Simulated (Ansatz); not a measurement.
Consider the atomization: `O[Si](O)(O)[O][Sn]([F])([O][Si](O)(O)O)[O][Si](O)(O)O` → F• + 9 H• + 12 O• + 3 Si• + Sn•.

Program: Ansatz. Geometries: PBE0-D4/def2-TZVP. ΔE: electronic, gas phase. CCSD(T)/CBS adds triple-zeta CCSD(T) − MP2 to the extrapolated MP2 energy (def2 sets, frozen cores). This one scheme is used for every species, atoms too. Functionals use def2-TZVPP. B3LYP here is the variant with VWN-RPA as its local correlation; programs differ in this. Open shells (•) are unrestricted, without spin–orbit coupling. Spin–orbit coupling would lower the free atoms: a little for F, O, Si; strongly for Sn. Elements past krypton have def2 core potentials. Bonds to Sn are less sure, by a few kJ/mol each and by 10 to 20 or more in all where they break to atoms, as the def2 sets lack core-valence functions. One conformer a species, not always the lowest.

`O[Si](O)(O)[O][Sn]([F])([O][Si](O)(O)O)[O][Si](O)(O)O`:

Cartesian coordinates in Å:
```
O 2.533 -0.503 -1.532
Si 2.635 1.105 -1.224
O 3.616 1.224 0.068
O 3.240 1.917 -2.491
O 1.137 1.689 -0.946
Sn -0.142 1.352 0.452
F 0.066 2.802 1.653
O -1.959 1.347 -0.173
Si -3.119 0.312 0.357
O -4.554 0.775 -0.229
O -3.188 0.283 1.985
O -2.786 -1.204 -0.164
O 0.139 -0.271 1.474
Si 0.271 -1.690 0.657
O -0.026 -1.334 -0.920
O -0.771 -2.781 1.238
O 1.798 -2.263 0.735
H 2.894 -1.093 -0.859
H 3.988 2.081 0.281
H 2.621 2.379 -3.058
H -4.894 1.631 0.033
H -2.470 -0.137 2.463
H -2.228 -1.272 -0.947
H 0.773 -1.155 -1.447
H -1.693 -2.594 1.020
H 2.119 -2.599 1.573
```

CCSD(T)/CBS gives +11384.9 kJ/mol.

Task: Another level gave +11138.1 kJ/mol. Which?
A. revPBE-D4/def2-TZVPP
B. r2SCAN0-D4/def2-TZVPP
C. B3LYP-D4/def2-TZVPP
D. LC-ωPBE/def2-TZVPP

Result: C. B3LYP-D4 11138.1, LC-ωPBE 11164.2, r2SCAN0-D4 10950.9, revPBE-D4 11028.7 kJ/mol.

Largest T1 diagnostic among the species: 0.013.

In def2-TZVPP, CCSD(T) changes the Hartree–Fock value by +3303.8 kJ/mol (the triples alone add +225.4 kJ/mol) and MP2 by +3755.9 kJ/mol; breaking electron pairs costs correlation energy, which Hartree–Fock lacks. From PBE to PBE0 (25 % exact exchange), in def2-TZVPP and without D4, ΔE moves by −332.7 kJ/mol: exact exchange takes away binding that semilocal exchange gives to molecules.

For atomizations the MP2-based limit and the directly extrapolated one differ by several kJ/mol either way, and by 10 to 25 for some Ge, Se and Sn compounds, so smaller differences from it don't rank the levels.
